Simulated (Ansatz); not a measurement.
Relaxation of C3H11BSi (16 atoms, charge 0, multiplicity 1), to a largest force component of 0.015 eV/Å in at most 40 steps.

Computed with RKS PBE-D4/6-31G in Ansatz 0.2.0.

```xyz
16
Properties=species:S:1:pos:R:3:forces:R:3
B 0.188 0.880 -1.820 -0.82 2.26 -0.79
Si 0.553 -0.280 -0.367 0.63 -0.42 0.06
C 2.204 0.156 0.309 2.19 0.69 1.76
C -0.654 -0.103 0.986 -2.93 0.33 1.46
C -2.096 -0.581 0.491 1.67 -1.23 -0.80
H 0.076 2.104 -1.640 0.17 -0.64 -0.16
H -0.035 0.494 -2.908 0.00 -0.13 -0.79
H 0.615 -1.646 -0.865 -0.06 -1.31 -0.17
H 2.230 1.216 0.739 -0.03 -1.02 -0.57
H 3.003 0.055 -0.451 0.02 0.12 0.22
H 2.471 -0.534 1.179 -0.21 0.56 -0.82
H -0.394 -0.726 1.871 0.20 0.49 -0.14
H -0.830 0.974 1.295 0.77 -0.85 0.00
H -2.436 -1.464 1.060 -0.16 0.20 -0.04
H -2.039 -0.890 -0.592 -0.29 0.07 0.61
H -2.779 0.229 0.556 -1.15 0.87 0.19
```

Where does it end, and by what steps?

It converged. The force dipped under the threshold on the way, but the program's further checks kept it going. Limits of this set-up: no polarisation functions. After 19 steps the energy has fallen by 0.803 eV; H15 moved furthest, 0.99 Å.

| step | energy less start (eV) | largest force component (eV/Å) | accepted |
| --- | --- | --- | --- |
| 0 | 0.0000 | 2.931 | yes |
| 1 | -0.5330 | 1.272 | yes |
| 2 | -0.6619 | 0.392 | yes |
| 3 | -0.6788 | 0.119 | yes |
| 4 | -0.6793 | 0.100 | yes |
| 5 | -0.6817 | 0.025 | yes |
| 6 | -0.6840 | 0.084 | yes |
| 7 | -0.7062 | 0.205 | yes |
| 8 | -0.7234 | 0.208 | yes |
| 9 | -0.7461 | 0.473 | yes |
| 10 | -0.7899 | 0.098 | yes |
| 11 | -0.7720 | 0.665 | no |
| 12 | -0.7951 | 0.028 | yes |
| 13 | -0.7999 | 0.118 | yes |
| 14 | -0.7845 | 0.218 | no |
| 15 | -0.8020 | 0.014 | yes |
| 16 | -0.8024 | 0.012 | yes |
| 17 | -0.8026 | 0.009 | yes |
| 18 | -0.8011 | 0.176 | no |
| 19 | -0.8028 | 0.014 | yes |

```xyz
16
Properties=species:S:1:pos:R:3
B 0.103 1.081 -1.858
Si 0.616 -0.265 -0.433
C 2.330 0.176 0.353
C -0.733 -0.233 0.973
C -2.141 -0.639 0.496
H 0.095 2.259 -1.584
H -0.224 0.782 -2.981
H 0.684 -1.695 -0.959
H 2.308 1.196 0.770
H 3.138 0.121 -0.395
H 2.560 -0.534 1.165
H -0.383 -0.916 1.772
H -0.745 0.784 1.408
H -2.862 -0.658 1.334
H -2.137 -1.643 0.038
H -2.532 0.067 -0.259
```

The run took 90 s on 1 thread of Arm Neoverse V1 (shared host), peak memory 0.16 GiB.
